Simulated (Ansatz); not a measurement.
LaF₃⁺. Total charge 1; doublet. Geometry PBE0-D4/def2-TZVP, that of the neutral singlet; atoms count from 1.

```xyz
4

La   -0.2633   -0.2581   -0.0025
F     1.0758   -0.9074   -1.5449
F     0.5248   -0.3791    1.9870
F    -1.3372    1.5446   -0.4397
```

In the def2 sets La takes a core potential; there is no spin–orbit coupling.

(1) Estimate the Mulliken populations from the PBE0/def2-TZVP orbitals of Ansatz.

(2) Where does the spin sit?

(3) And the Mayer bond orders between heavy atoms (over 0.3)?

Answers

(1) 
| atom | charge (e) | spin (α − β) | d electrons |
| --- | --- | --- | --- |
| La1 | 1.80 | -0.05 | 0.89 |
| F2 | -0.26 | 0.35 | – |
| F3 | -0.26 | 0.35 | – |
| F4 | -0.27 | 0.34 | – |
Mulliken values depend strongly on the basis.

(2) Summed by element: La -0.05, F 1.05, of 1 unpaired in all. Largest on single atoms: F3 0.35, F2 0.35, F4 0.34.

(3) La1–F2 0.70 (2.14 Å); La1–F3 0.70 (2.14 Å); La1–F4 0.75 (2.14 Å).
